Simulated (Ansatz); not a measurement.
Input file for Ansatz (an electronic-structure program): R-CCSD(T)/aug-cc-pV(D+d)Z on C2H6 (SMILES CC). The basis file is the Basis Set Exchange's JSON of that set.

Ansatz 0.2 input:
```yaml
crystal:
  periodic: [false, false, false]
  atoms:
    - {symbol: C, position_ang: [0.00000000, -0.00000140, 0.76305556]}
    - {symbol: C, position_ang: [-0.00000000, 0.00000140, -0.76305556]}
    - {symbol: H, position_ang: [0.00000000, 1.01710952, 1.16016891]}
    - {symbol: H, position_ang: [-0.88084116, -0.50855542, 1.16017148]}
    - {symbol: H, position_ang: [0.88084116, -0.50855542, 1.16017148]}
    - {symbol: H, position_ang: [0.00000000, -1.01710952, -1.16016891]}
    - {symbol: H, position_ang: [-0.88084116, 0.50855542, -1.16017148]}
    - {symbol: H, position_ang: [0.88084116, 0.50855542, -1.16017148]}
basis:
  gaussian:
    orbitals: aug-cc-pV_D+d_Z.json
magnetization: {spin_polarized: false}
correlation: {method: ccsd_t, electrons: outside_noble_gas}
scf: {lower_state_search: off}
```

Predict the final total energy.

-79.5972 hartree (reference determinant -79.2373, T1 diagnostic 0.007).
